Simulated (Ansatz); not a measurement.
`O[SiH](F)[SiH2]F` + NH₃ → `N[SiH](O)[SiH2]F` + H–F  (ligand exchange at the Si–F bond)

Calculated with Ansatz (gas phase, PBE0-D4/def2-TZVP geometries, no zero-point term in ΔE). CBS: MP2 limit from def2 TZ/QZ plus the TZ coupled-cluster correction, frozen cores. This one scheme is used for every species. Functionals use def2-TZVPP. One conformer a species, not always the lowest.

```json
{"level": "ωB97X-V", "ΔE (kcal/mol)": "20.7"}
{"level": "ωB97M-V", "ΔE (kcal/mol)": "20.3"}
{"level": "r2SCAN", "ΔE (kcal/mol)": "21.2"}
{"level": "CCSD/CBS(def2)", "ΔE (kcal/mol)": "20.3"}
```

Problem. What does CCSD(T)/CBS give? (Best estimate.)

Solution. The calculation gave: +19.7 kcal/mol. The listed levels differ from it by 1.0, 0.6, 1.5, 0.6 kcal/mol.

Largest T1 diagnostic among the species: 0.012.

The D4 term adds −1.5 kcal/mol with B3LYP and −0.8 kcal/mol with PBE0; it sums over pairs of atoms, weighted by their polarisabilities, and B3LYP, whose exchange is more repulsive, gets the larger term. In def2-TZVPP, CCSD(T) changes the Hartree–Fock value by −4.1 kcal/mol (the triples alone add −0.6 kcal/mol) and MP2 by −4.6 kcal/mol.

B3LYP here is the variant with VWN-RPA as its local correlation; programs differ in this.
